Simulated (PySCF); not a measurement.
## Lu²⁺: excitation energy

Lu²⁺ [Xe] 4f14 6s1 (2S) → Lu²⁺ [Xe] 4f14 6p1 (2P), as a difference of total energies. Computed with PySCF 2.14 in cc-pVDZ-X2C (8s7p5d3f1g, 84 functions), with the spin-free X2C one-electron Hamiltonian (Gaussian nucleus). Correlated levels: valence: [Kr] 4d10 frozen. The calculations carry no spin-orbit coupling.

```
           method  excitation energy (cm⁻¹)
              UHF                     39364
    MP2 (valence)                     42015
SCS-MP2 (valence)                     41463
   CCSD (valence)                     41301
CCSD(T) (valence)                     41367
```

A first-order spin-orbit estimate (lowest level to lowest level, LS coupling) adds -0.373 eV.

The basis was made for the ground configuration and has no added diffuse functions, so the excitation energy can come out too high.
